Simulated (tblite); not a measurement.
Compound: C₇H₁₁O (doublet state).
Cartesian coordinates in Å at the GFN2-xTB level; atoms count from 1:
```xyz
19
C7H11O angstrom
C      3.0555    0.4592    0.8184
C      1.9342   -0.3458    0.3118
C      0.7691    0.5089   -0.1944
C     -0.4271   -0.3626   -0.6103
C     -1.5970    0.4763   -1.0361
C     -2.5991    0.3059   -0.1930
C     -2.2090   -0.6936    0.8509
O     -0.9136   -1.1359    0.4836
H      2.8761    1.4060    1.2890
H      4.0549    0.0716    0.8119
H      2.2783   -1.0156   -0.4827
H      1.5300   -0.9966    1.1055
H      1.0877    1.1027   -1.0530
H      0.4472    1.1903    0.5956
H     -0.1055   -1.0578   -1.4004
H     -1.5499    1.1240   -1.8906
H     -3.5645    0.7755   -0.1980
H     -2.8876   -1.5565    0.8756
H     -2.1897   -0.2467    1.8568
```

Computed with GFN2-xTB (tblite): harmonic, unscaled wavenumbers at the GFN2-xTB geometry, gas phase. This tight-binding method is rough: wavenumbers can miss measured ones by several per cent, in bad cases by 10 to 20. One conformer, not necessarily the lowest. Open shells enter through the occupations alone, without spin polarisation, and single modes of such species can be off by tens of per cent.

Harmonic wavenumbers (cm⁻¹): 56.1, 68.3, 100.3, 104.8, 153.0, 290.1, 326.6, 412.8, 440.4, 520.3, 706.0, 751.1, 761.0, 791.8, 855.8, 884.9, 908.6, 963.8, 997.6, 1003.8, 1033.8, 1054.5, 1084.6, 1093.7, 1102.7, 1138.8, 1150.9, 1154.8, 1212.9, 1237.5, 1257.7, 1282.7, 1292.4, 1311.1, 1344.5, 1404.2, 1449.8, 1471.8, 1476.4, 1690.8, 2815.0, 2838.3, 2852.4, 2895.2, 2940.9, 2978.6, 2986.2, 3135.7, 3139.9, 3156.8, 3176.6.

A = 5216, B = 1149, C = 1045 MHz; mass 111.081 u (most abundant isotopes); point group C1, symmetry number 1; spin multiplicity 2.

Problem. What is the zero-point energy?

Solution. ½Σν̃ = 34629 cm⁻¹ = 414.25 kJ/mol.

Problem. Entropy at 200 K, 1 bar (ideal gas, RRHO, classical rotation)?

Solution. Translation 159.30, rotation 113.56, vibration 72.66, spin (R ln 2) 5.76: S = 351.3 J/(mol K).

Problem. And Cp and H(200 K) − H(0)?

Solution. Cp = 104.54 J/(mol K), of which vibrations give 71.28 (their classical limit is 51 R = 424.0); H(200 K) − H(0) = 14.30 kJ/mol without the zero-point energy, 7.65 from vibrations.

Problem. What must be added to the electronic energy to get the Gibbs energy at 200 K and 1 bar?

Solution. ZPE + [H(200 K) − H(0)] − T·S = 414.25 + 14.30 − 70.26 = 358.29 kJ/mol.

Problem. How do the functions run with temperature in this model?

Solution. 
```tsv
T (K)	S (J/(mol K))	Cp (J/(mol K))	H − H(0) (kJ/mol)	G − H(0) (kJ/mol)	ln q(vib)
50	245.8	56.7	2.12	-10.17	0.49
100	290.9	74.1	5.43	-23.67	1.73
298.15	400.1	144.3	26.44	-92.86	6.35
373.15	436.1	177.1	38.50	-124.22	8.03
500	495.0	226.4	64.20	-183.30	10.92
750	600.8	294.9	130.03	-320.59	16.61
1000	692.1	339.0	209.63	-482.49	22.08
```

q(vib) and H(0) count from the zero-point level.

Problem. Which modes carry the vibrational entropy at 200 K?

Solution. 56.1 cm⁻¹: 15.92; 68.3 cm⁻¹: 14.31; 100.3 cm⁻¹: 11.21; 104.8 cm⁻¹: 10.86; 153.0 cm⁻¹: 7.92; 290.1 cm⁻¹: 3.56 J/(mol K); the other 45 give 8.89 together.

Hindered rotation and anharmonicity are outside this model. Other conformers, if any are populated, would add a mixing term that is left out. The structure is chiral; the term R ln 2 for an equal mix with its mirror image is left out.
